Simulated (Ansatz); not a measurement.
`[O]=[Nb]([OH])([OH])[F]` + HCl → `[O]=[Nb]([OH])([F])[Cl]` + H₂O at 500 K and 1 bar (ligand exchange at the Nb–O bond).

Computed with Ansatz on PBE0-D4/def2-TZVP structures; ΔE is electronic, products minus reactants. CCSD(T)/CBS adds triple-zeta CCSD(T) − MP2 to the extrapolated MP2 energy (def2 sets, frozen cores). This one scheme is used for every species. Elements past krypton have def2 core potentials. For Nb outer-core shells are correlated without core-valence functions, which leaves a few kJ/mol of doubt a bond. One conformer a species, not always the lowest.

```csv
species,CCSD(T)/CBS energy (Eh),H − E (kJ/mol),S (J/(mol·K))
`[O]=[Nb]([OH])([OH])[F]`,-383.66619,127.7,403.2
HCl,-460.38127,32.5,201.9
`[O]=[Nb]([OH])([F])[Cl]`,-767.67871,93.9,401.7
H₂O,-76.37941,73.2,206.3
```

H − E and S are ideal-gas, rigid-rotor, harmonic terms from PBE0-D4/def2-TZVP, for one conformer and one mirror image of each species. 1 Eh = 2625.50 kJ/mol, R = 8.31446 J/(mol·K).

**Question.** By hand: ΔE, ΔH, ΔS and ΔG.

**Answer.** ΔE = (-767.67871) + (-76.37941) − (-383.66619) − (-460.38127) = -0.01066 Eh = -28.0 kJ/mol. Δ(H − E) = 93.9 + 73.2 − 127.7 − 32.5 = 6.9, so ΔH = -21.1 kJ/mol. ΔS = 401.7 + 206.3 − 403.2 − 201.9 = 2.9 J/(mol·K). ΔG = -21.1 − 500 × (2.9)/1000 = -22.6 kJ/mol.

**Question.** By hand: the equilibrium constant, and the temperature at which ΔG would vanish if ΔH and ΔS stayed fixed.

**Answer.** log₁₀ K = −ΔG/(RT ln 10) = 2.4. ΔH and −TΔS have one sign here, so there is no such temperature.

The number of gas molecules stays the same, so ΔS is small and ΔH decides. A doubt of 5 kJ/mol in ΔE shifts log₁₀ K by 0.5 here. Other conformers and mirror images would add mixing entropy, several J/(mol·K) or more a flexible species. These are equilibria of isolated gas molecules and say nothing of rates. Largest T1 diagnostic: 0.022 (customary marks: 0.02 for closed shells, 0.045 for open ones).

ΔS is within the doubt of such terms, so its sign, and with it that verdict, could turn.
